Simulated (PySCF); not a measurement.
An excited-state table with gaps

Compound: C₇H₉NOSi.
InChI=1S/C7H9NOSi/c10-9-6-3-7-1-4-8-5-2-7/h1-6H,10H3/b6-3+

Level of theory: PySCF, TDDFT B3LYP/def2-SVPD, vertical, gas phase, core orbitals frozen in the response. Isolated species at its PBE0-D3(BJ)/def2-SVP geometry (one conformer only). Torsions of this conformer, `[SiH3:1][O:2]/[CH:3]=[CH:4]/[c:5]1[cH:6][cH:7][n:8][cH:9][cH:10]1`: Si1–O2–C3–C4 -171°, C3–C4–C5–C6 1°.

Orbital energies (eV): HOMO-3 -8.76, HOMO-2 -7.32, HOMO-1 -7.02, HOMO -6.41, LUMO -1.58, LUMO+1 -0.59, LUMO+2 -0.49.

Lowest singlets, with some entries withheld (?).

```tsv
state	E (eV)	f	main configurations (H = HOMO, L = LUMO)
S1	4.39	?	H-1→L (98%)
S2	4.59	?	H→L (88%)
S3	4.83	?	H-2→L (48%), H→L+1 (44%)
S4	5.06	?	H-1→L+1 (100%)
S5	5.13	?	H→L+2 (98%)
S6	5.54	?	H→L+1 (46%), H-2→L (45%)
S7	5.95	?	H→L+3 (93%)
S8	6.12	?	H→L+4 (84%)
S9	6.14	?	H-1→L+2 (99%)
S10	6.29	?	H→L+5 (71%), H-3→L (15%)
```

Problem. Supply the missing values.

Solution. 
- S1: f = 0.0022
- S2: f = 0.463
- S3: f = 0.060
- S4: f = 0.0002
- S5: f = 0.0008
- S6: f = 0.202
- S7: f = 0.0042
- S8: f = 0.0061
- S9: f = 0.0024
- S10: f = 0.069

Problem. Where do the lowest triplets lie (Tamm–Dancoff)?

Solution. T1 3.04 eV, H→L (94%); T2 3.89 eV, H-1→L (91%); T3 4.24 eV, H-2→L (81%), H→L+1 (9%); T4 4.46 eV, H-2→L+1 (59%), H→L+1 (27%). E(S1) − E(T1) = +1.34 eV.

Problem. How far apart are S2 and S8, in eV and cm⁻¹?

Solution. 6.119 − 4.588 = 1.531 eV, or about 12350 cm⁻¹.

Problem. Which level carries the most intensity, and what share of the listed sum of f?

Solution. S2, with f = 0.463 of 0.809, 57%.

All these states lie below the vertical ionisation energy of 8.24 eV (ΔSCF).
